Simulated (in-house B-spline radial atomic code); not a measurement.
RPA and G0W0 on r2SCAN: Cs⁸⁺

Configuration [Kr] 4d10 5s1, highest spin, mean-field start r2SCAN. Computed with an all-electron radial atomic-structure program (B-spline basis): all electrons, scalar-relativistic (spin-free one-electron X2C), finite nucleus, each spin shell either full or empty, empty states to l = 9 with an (l + 1/2)⁻⁴ tail; G0W0 by contour deformation at full frequency.

Command:
```bash
python run_gw.py task.json out
```
Settings (radii: box in bohr, nucleus in fm):
```
Z                        55
electrons                47
configuration            [Kr] 4d10 5s1
hamiltonian              x2c
method                   r2scan
lmax                     9
rms_radius               4.8041
spin_polarised           True
box_radius               7.7
intervals                66
ion_configuration        [Kr] 4d10
```

Time taken, with all properties: 9.6 s on 1 thread of Arm Neoverse N1, with other jobs on the host.

Energies (hartree):

```
                                     term        value
                         mean-field total  -7770.56817
Hartree-Fock functional on these orbitals  -7767.81174
                      direct second order      -4.2383
                    second-order exchange       1.1702
                         SOSEX correction       1.1028
```

What is the RPA correlation energy, and what remains with SOSEX?

RPA gives -3.797 hartree (-2.2 eV per electron); RPA + SOSEX gives -2.6941, and the second-order doubles -3.0681 hartree (no singles). SOSEX takes back 29 % of the RPA value.

Quasi-particle levels (eV):

```json
{"level": "5s up", "occupied": "yes", "mean field": "-119.63", "Σx - vxc": "-4.41", "Σc": "?", "QP weight": "?", "G0W0": "?"}
{"level": "4d down", "occupied": "yes", "mean field": "-180.65", "Σx - vxc": "-12.46", "Σc": "0.33", "QP weight": "0.966", "G0W0": "-192.77"}
{"level": "4d up", "occupied": "yes", "mean field": "-181.14", "Σx - vxc": "-12.35", "Σc": "0.33", "QP weight": "0.962", "G0W0": "-193.16"}
{"level": "5s down", "occupied": "no", "mean field": "-116.04", "Σx - vxc": "8.22", "Σc": "-3.22", "QP weight": "0.968", "G0W0": "-111.04"}
```

G0W0 = mean field + (Σx - vxc) + Σc, with Σc (partial-wave tail included) taken at the quasi-particle energy. Only the outer levels were computed. Levels of low weight are left out.

Where does G0W0 put 5s up?

At -126.54 eV, with Σc = -2.50 eV and a quasi-particle weight of 0.977. The tabulated removal energy is 125.61 ± 0.09 eV (NIST, semi-empirical); the calculation leaves out spin-orbit coupling, Breit and QED terms, and what these don't explain is the method's own error.

What does it cost to remove one electron (to [Kr] 4d10) by differences of total energies, each species on its own start (correlation terms add to the Hartree-Fock functional)?

r2SCAN 125.68 eV, Hartree-Fock functional 123.81 eV, + RPA 126.29 eV, + RPA + SOSEX 125.51 eV, + second order 126.54 eV. Tabulated: 125.61 ± 0.09 eV (NIST, semi-empirical); the calculation leaves out spin-orbit coupling, Breit and QED terms, and what these don't explain is the method's own error.
